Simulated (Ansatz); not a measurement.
Start from `[SiH3]N[SiH3]` and change one element to get `[SiH3][SbH][SiH3]`.

Ansatz, PBE0-D4/def2-TZVP geometries, multiplicity 1. 

Elements past krypton have def2 core potentials.

```json
{"property": "HOMO energy (PBE0/def2-TZVPP) / eV", "`[SiH3]N[SiH3]`": "-7.52"}
{"property": "HOMO–LUMO gap (PBE/def2-TZVPP) / eV", "`[SiH3]N[SiH3]`": "5.28"}
{"property": "size of the dipole moment (B3LYP/def2-TZVPP) / D", "`[SiH3]N[SiH3]`": "0.91"}
{"property": "HOMO–LUMO gap (PBE0/def2-TZVPP) / eV", "`[SiH3]N[SiH3]`": "7.44"}
{"property": "ideal-gas entropy at 298 K and 1 bar (rigid rotor, harmonic PBE0-D4/def2-TZVP) / J/(mol·K)", "`[SiH3]N[SiH3]`": "336"}
{"property": "LUMO energy (ωB97M-V/def2-TZVPP) / eV", "`[SiH3]N[SiH3]`": "1.52"}
```

Problem. Give the same properties after the change, and the shifts. (An estimate is asked.)

Solution. Ansatz gave: 
| property | `[SiH3][SbH][SiH3]` | shift |
| --- | --- | --- |
| HOMO energy (PBE0/def2-TZVPP) / eV | -7.16 | 0.36 |
| HOMO–LUMO gap (PBE/def2-TZVPP) / eV | 4.94 | -0.34 |
| size of the dipole moment (B3LYP/def2-TZVPP) / D | 0.18 | -0.73 |
| HOMO–LUMO gap (PBE0/def2-TZVPP) / eV | 6.60 | -0.84 |
| ideal-gas entropy at 298 K and 1 bar (rigid rotor, harmonic PBE0-D4/def2-TZVP) / J/(mol·K) | 372 | 36 |
| LUMO energy (ωB97M-V/def2-TZVPP) / eV | 1.00 | -0.52 |

With PBE0 the HOMO rises by 0.36 eV and the LUMO falls by 0.48 eV, so the gap narrows by about 0.84 eV. PBE moves the HOMO by -0.04 eV and ωB97M-V by 0.70 eV. Dipoles are sizes alone; their direction can turn. Modes under 60 cm⁻¹, often nearly free rotors, make the harmonic entropy too high.

B3LYP here is the variant with VWN-RPA as its local correlation; programs differ in this.

Spin–orbit coupling is left out; it splits and shifts lone-pair levels of the heavy atoms by tenths of an eV.
